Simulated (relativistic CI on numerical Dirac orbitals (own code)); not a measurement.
# Hyperfine structure of W55+, mass number 183

Method of calculation: Dirac-Coulomb-Breit CI, separate exchange-only KLI orbitals for each configuration, model QED, unscaled Slater integrals (own radial code, finite nucleus).

Configuration list (outside the closed core [Ne]): 3s2.3p6.3d, 3s2.3p5.3d2, 3s.3p6.3d2, 3s2.3p6.4s, 3s2.3p6.4p, 3s2.3p6.4d, 3s2.3p5.3d.4s, 3s2.3p6.4f, 3s2.3p5.3d.4p, 3p6.3d3, 3p5.3d4, 3p5.3d3.4s. Double excitations out of closed p, d and f shells are left out; levels of such configurations are missing from the list, as are those of other unlisted configurations, and high levels can miss mixing partners. These lack a partner that the ground configuration has and come out too high: 3s2.3p5.3d.4p.

Nuclear spin I = 1/2, μ = 0.11739 μN (tables of Stone and Pyykkö). The electronic factors are computed for point nuclear moments, without core polarisation or the Bohr-Weisskopf and QED corrections.

| Level | E (cm⁻¹) | A (MHz) |
| --- | --- | --- |
| 3s2.3p6.3d 2D_3/2 | 0 | 25880 |
| 3s2.3p6.3d 2D_5/2 | 624329 | 10260 |
| 3s2.3p5.3d2 4D°_1/2 | 2053536 | 5573 |
| 3s2.3p5.3d2 4G°_9/2 | 2653049 | 25450 |
| 3s2.3p5.3d2 2H°_11/2 | 2741901 | 24480 |

Levels with J = 0, under 50 % of one LS term, or S terms without an open s electron are left out. Small factors come from cancelling terms and can be off by tens of per cent or more.

At this charge energies of transitions that change n are usually good to better than 1 %, and those within a shell (Δn = 0) to a few per cent.

**Question.** Give the hyperfine levels of 3s2.3p6.3d 2D_3/2 relative to its centre of gravity.

**Answer.** With K = F(F + 1) − I(I + 1) − J(J + 1), E = AK/2: F = 1: -32350, F = 2: 19410 MHz.

LS names give the leading component of a level, which can be under half, so a name can repeat, a term be missing and a line seem to break the LS rules.
